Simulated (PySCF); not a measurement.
# Frontier levels across methods

Compound: C₃H₇FOSi.
Numbering: `[O:1]=[CH:2][C@@H:3]([F:4])[CH2:5][SiH3:6]` (hydrogens: H7 on C2; H8 on C3; H9, H10 on C5; H11, H12, H13 on Si6)

Geometry (PBE0-D3(BJ)/def2-SVP, Å), atoms numbered from 1 in this order:
```
atom  x, y, z in Å
O1    -0.7075    1.7537    0.7540
C2    -1.4877    0.8861    0.4698
C3    -1.0643   -0.5363    0.1750
F4    -2.1239   -1.1735   -0.4306
C5     0.1876   -0.6283   -0.6663
Si6    1.7351    0.2477    0.0176
H7    -2.5923    1.0611    0.4223
H8    -0.9004   -1.0222    1.1579
H9    -0.0262   -0.2315   -1.6733
H10    0.4392   -1.6931   -0.7937
H11    1.8470    1.6641   -0.4239
H12    2.9140   -0.4978   -0.5278
H13    1.7793    0.1494    1.5070
```

Basis pcSseg-1 throughout (PySCF), one geometry. Isolated species at its PBE0-D3(BJ)/def2-SVP geometry (one conformer only).

Question: How do the orbital energies, the gap and the dipole change with the method?

Answer: 
```tsv
method	kind	HOMO (eV)	LUMO (eV)	gap (eV)	μ (D)	SCF cycles
OPBE	GGA	-6.28	-2.44	3.84	1.17	16
BLYP	GGA	-6.28	-2.46	3.83	1.16	15
PBE	GGA	-6.35	-2.59	3.77	1.17	15
B97-D	GGA	-6.42	-2.50	3.92	1.16	15
BP86	GGA	-6.49	-2.68	3.81	1.18	15
LDA	LDA	-6.49	-2.87	3.62	1.18	15
KT3	GGA	-6.53	-2.49	4.04	1.12	15
KT2	GGA	-6.53	-2.52	4.01	1.13	16
B3LYP	global hybrid	-7.73	-1.69	6.04	1.18	15
HF	Hartree–Fock	-11.84	2.91	14.75	1.37	11
```

The HOMO spans 5.56 eV, from OPBE down to HF, and the gap runs from 3.62 eV (LDA) to 14.75 eV (HF). Over the methods OPBE (0 %), BLYP (0 %), PBE (0 %), B97-D (0 %), BP86 (0 %), LDA (0 %), KT3 (0 %), KT2 (0 %), B3LYP (20 %), HF (100 %), a straight line through the gap against the share of exact exchange rises by 1.09 eV for each 10 % (correlation coefficient 0.999). The dipole ranges from 1.12 D (KT3) to 1.37 D (HF). This basis has no diffuse functions.
